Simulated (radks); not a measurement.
The beryllium ion Be2+, configuration [He] (the NIST ground configuration).

All-electron calculation, non-relativistic Kohn-Sham, LDA (Slater exchange, Perdew-Wang correlation), spin-polarised, spherical densities, point nucleus; hard spherical wall at 4 bohr. Program: a radial shooting solver on a logarithmic mesh with Libxc functionals.

Energy parts (eV):
total: -365.827
kinetic: 363.114
electron-nucleus: -794.549
Hartree: 122.236
exchange-correlation: -56.629

Orbitals (lengths in bohr, moments of r in powers of bohr):
\begin{tabular}{lrrrrrr}
orbital & occ. & eigenvalue (eV) & <r^2> & <r^4> & <1/r> & <r> \\ \hline
1s & 2 & -130.7816 & 0.2405 & 0.1534 & 3.650 & 0.4208 \\
2s & 0 & -19.2277 & 3.815 & 21.03 & 0.7862 & 1.833 \\
2p & 0 & -15.8456 & 3.323 & 17.41 & 0.7218 & 1.693 \\
\end{tabular}

The highest occupied level is 1s at -130.78 eV. The density falls to 0.001 e/bohr^3 at r = 1.48 bohr.
